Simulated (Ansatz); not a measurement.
A nudged elastic band was laid between two geometries of BClF2 + H2 (6 atoms, charge 0, multiplicity 1).

All numbers below come from Ansatz 0.2.0, RKS PBE/def2-SVP.

| Item | Value |
| --- | --- |
| movable images | 3 |
| climbing image | yes |
| spring | 5.0 eV/Å² |
| optimiser | quadratic models (default) |
| start path | through a guess of the saddle point |
| force threshold | 0.05 eV/Å |
| iteration limit | 60 |
| end points | relaxed |

Image 0:

```xyz
6
Properties=species:S:1:pos:R:3
B 0.017 0.483 -0.052
F 0.006 0.806 1.232
Cl 1.517 0.498 -0.960
F -1.124 0.163 -0.642
H 0.349 -2.400 0.813
H 0.263 -2.015 1.472
```

Image 4:

```xyz
6
Properties=species:S:1:pos:R:3
B 0.102 -0.444 -0.418
F 0.093 -0.018 1.868
Cl 1.527 0.464 -0.924
F -1.101 0.074 -0.623
H 0.210 -1.612 -0.099
H 0.196 -0.930 2.061
```

**Question.** What changes between the two ends?

**Answer.** Bonds broken: B1–F2, H5–H6. Bonds formed: B1–H5, F2–H6. BClF2 + H2 becomes BClFH + FH.

**Question.** Give the energies along the band, and the barrier.

**Answer.** It converged. The highest image is number 3 of 0 to 4, 170.1 kJ/mol above the first end and 43.6 kJ/mol above the last; the last end lies 126.5 kJ/mol above the first. Neighbouring images differ by up to 1.3 eV, so the band resolves the path poorly. Another band between the same ends (5 images) ends at a top of the same energy, where a vibrational analysis finds 1 clearly imaginary mode. So few images can step over the top or miss a turn of the path. The orbitals stay closed-shell, which can raise the energy where a bond breaks towards radicals; this wasn't checked here.

| image | path coordinate (Å) | energy (kJ/mol) | B1–F2 (Å) | H5–H6 (Å) | B1–H5 (Å) |
| --- | --- | --- | --- | --- | --- |
| 0 | 0.00 | 0.0 | 1.32 | 0.77 | 3.03 |
| 1 | 0.66 | 4.7 | 1.33 | 0.77 | 2.43 |
| 2 | 1.31 | 47.5 | 1.36 | 0.79 | 1.81 |
| 3 | 1.97 | 170.1 | 1.64 | 1.10 | 1.34 |
| 4 | 3.03 | 126.5 | 2.32 | 2.27 | 1.22 |

**Question.** What is the geometry of the highest image?

**Answer.** 
```xyz
6
Properties=species:S:1:pos:R:3
B 0.095 -0.277 -0.012
F 0.102 0.072 1.594
Cl 1.559 0.328 -0.809
F -1.111 0.015 -0.502
H 0.209 -1.571 0.318
H 0.174 -1.032 1.274
```

The band took 22 iterations and roughly 50 core-seconds.

Time of the run: 47 s on 1 thread of Intel(R) Xeon(R) 6975P-C (Granite Rapids) (shared host), peak memory 0.13 GiB.
